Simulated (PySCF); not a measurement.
Calculation: PBE-D3(BJ)/def2-TZVP // CAM-B3LYP-D3(BJ)/def2-TZVP run with PySCF 2.14.0. Gas-phase values, no solvent. 

Reference species (SMILES): `IBI` (neutral, multiplicity 1).

The HOMO–LUMO gap is 3.35 eV and the HOMO is -6.52 eV.

Changed species: `B` (3 of 3 I replaced by H; the reference has 1 of 3 I replaced by H).

Task: Predict the effect on the HOMO–LUMO gap and HOMO.

Result: the HOMO–LUMO gap increases by 2.09 eV, to 5.44 eV; the HOMO drops by 1.96 eV, to -8.48 eV.
